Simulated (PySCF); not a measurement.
trimethylarsine (C₃H₉As), SMILES C[As](C)C. Atoms are numbered in the order given.

```xyz
13

C     -1.4724    -0.8501    -0.5160
As     0.0000     0.0000     0.4709
C      0.0000     1.7001    -0.5160
C      1.4724    -0.8501    -0.5160
H     -1.3307    -0.7683    -1.6046
H     -2.4231    -0.3708    -0.2396
H     -1.5327    -1.9130    -0.2396
H      0.0000     1.5366    -1.6046
H      0.8904     2.2839    -0.2396
H     -0.8904     2.2839    -0.2396
H      1.3307    -0.7683    -1.6046
H      2.4231    -0.3708    -0.2396
H      1.5327    -1.9130    -0.2396
```
Charge 0, spin multiplicity 1.

Coordinates come from a PBE0-D3(BJ)/def2-SVP optimisation.

Calculation: PBE0/pcSseg-1 (PySCF).

GIAO shieldings, no solvent; atoms alike by connectivity are averaged. δ = σ(ref) − σ: ¹³C against TMS (σ = 186.3 ppm); ⁷⁵As against AsH3 (σ = 1910.2 ppm); ¹H against TMS (σ = 31.56 ppm), references at their B3LYP-D3(BJ)/def2-TZVP geometries, non-relativistic.

Computed chemical shifts:
| nucleus | atoms | count | δ (ppm) |
|---|---|---|---|
| ¹³C | C1, C3, C4 | 3 | 18.0 |
| ⁷⁵As | As2 | 1 | 447.6 |
| ¹H | H5, H6, H7, H8, H9, H10, H11, H12, H13 | 9 | 1.08 |
